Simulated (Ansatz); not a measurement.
A structure relaxed at PBE0-D4/def2-TZVP, charge 0, multiplicity 1:

| atom | x (Å) | y (Å) | z (Å) |
| --- | --- | --- | --- |
| C1 | 0.9414 | 0.0083 | -1.8373 |
| N2 | 0.1850 | 0.1757 | -0.6545 |
| Mo3 | -0.4343 | 0.2118 | 0.9148 |
| O4 | -2.2893 | 0.4130 | 0.8306 |
| O5 | 0.8774 | -0.1629 | 2.2297 |
| F6 | -0.7244 | -1.6658 | 1.0735 |
| F7 | -0.1740 | 1.9913 | 1.3904 |
| H8 | 0.4713 | 0.5461 | -2.6655 |
| H9 | 1.9573 | 0.3885 | -1.6959 |
| H10 | 0.9937 | -1.0557 | -2.0901 |
| H11 | -2.8243 | 0.2375 | 0.0530 |
| H12 | 1.0202 | -1.0876 | 2.4513 |

Give its formula and SMILES.

CH5F2MoNO2, `C[N]=[Mo]([OH])([OH])([F])[F]`.

Summarise the bond lengths by kind.

1 × C–N 1.414 Å; 3 × C–H 1.094 to 1.095 Å; 1 × Mo–N 1.687 Å; 2 × Mo–O 1.868 to 1.895 Å; 2 × F–Mo 1.860 to 1.906 Å; 2 × H–O 0.960 to 0.962 Å.

All numbers were calculated with Ansatz.
